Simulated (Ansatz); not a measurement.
`C[O][Al]([OH])[SH]` + `O[SiH]([SiH3])[GeH3]` → `C[O][Al]([OH])[SiH3]` + `O[SiH](S)[GeH3]`  (redistribution)

Calculated with Ansatz (gas phase, PBE0-D4/def2-TZVP geometries, no zero-point term in ΔE). CCSD(T)/CBS is the MP2 limit (def2-TZVPP, def2-QZVPP) plus CCSD(T) − MP2 in def2-TZVPP, frozen cores. DFT in def2-TZVPP. For Ge outer-core shells are correlated without core-valence functions, which leaves a few kJ/mol of doubt a bond. Scalar relativity is left out up to krypton. One conformer a species, not always the lowest.

```tsv
level	ΔE (kJ/mol)
r2SCAN	31.7
HF/def2-TZVPP	37.2
CCSD(T)/def2-TZVPP	31.3
SCS-MP2/def2-QZVPP	32.7
```

What does CCSD(T)/CBS give? (Best estimate.)

Computed: +31.4 kJ/mol. The listed levels differ from it by 0.3, 5.8, -0.1, 1.3 kJ/mol.

Largest T1 diagnostic among the species: 0.013.

From PBE to PBE0 (25 % exact exchange), in def2-TZVPP and without D4, ΔE moves by +3.5 kJ/mol. In def2-TZVPP, CCSD(T) changes the Hartree–Fock value by −5.9 kJ/mol (the triples alone add −1.2 kJ/mol) and MP2 by −4.9 kJ/mol.
